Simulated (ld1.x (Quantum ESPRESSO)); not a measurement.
**u(r) = r·R(r): atom against pseudo-atom (copper)**

Columns: radius, all-electron u(r) and pseudo u(r) of the 3p shell (level -72.67 eV) of copper in the configuration [Ne] 3s2 3p6 3d10 4s0.75 4p0.25; Wu–Cohen, scalar-relativistic, PAW scheme, ld1.x (Quantum ESPRESSO) 7.5.

```csv
r (bohr),all-electron,pseudo
0.078,0.5308,-0.0290
0.155,0.6034,-0.1110
0.232,0.1915,-0.2361
0.310,-0.3366,-0.3918
0.388,-0.7727,-0.5582
0.465,-1.0562,-0.7146
0.542,-1.2026,-0.8467
0.620,-1.2438,-0.9434
0.698,-1.2122,-0.9953
0.775,-1.1378,-1.0019
0.852,-1.0408,-0.9683
0.930,-0.9333,-0.9026
1.008,-0.8255,-0.8164
1.085,-0.7240,-0.7228
1.162,-0.6302,-0.6303
1.240,-0.5442,-0.5442
1.318,-0.4677,-0.4677
1.395,-0.4011,-0.4011
1.472,-0.3430,-0.3430
1.550,-0.2920,-0.2920
1.628,-0.2480,-0.2480
1.705,-0.2107,-0.2107
1.782,-0.1788,-0.1788
1.860,-0.1511,-0.1511
1.938,-0.1277,-0.1277
2.015,-0.1080,-0.1080
```

Question: How many radial nodes do the two functions have?

Answer: The all-electron 3p function has n − l − 1 = 1; the pseudo-wave has 0, since the states of the same l below it are removed with the core.

Question: At about which radius was the pseudo-wave matched?

Answer: 1.25 bohr. The columns agree to 0.0005 from 1.16 bohr on; several derivatives are matched, so the curves merge somewhat inside the radius.

Question: Where does each function peak?

Answer: Outermost all-electron maximum near 0.62 bohr, pseudo maximum near 0.78 bohr (to the table’s step).

Question: Is the pseudo-wave norm-conserving?

Answer: No, it belongs to a PAW set: the norm inside the radius is not constrained, and the difference is carried by the augmentation charge.
